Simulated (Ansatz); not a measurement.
**Question.** Name a neutral molecule of F, Ga, S and H with size of the dipole moment (ωB97M-V/def2-TZVPP) between 5.00 and 5.30 D and HOMO energy (ωB97M-V/def2-TZVPP) between -12.35 and -12.05 eV (Ansatz, PBE0-D4/def2-TZVP geometry).

**Answer.** `[F][Ga-]([F])([F])[SH2+]` (5.04 D, -12.18 eV). Other molecules can fit too; these were computed, each in one conformer that needn't be the lowest.
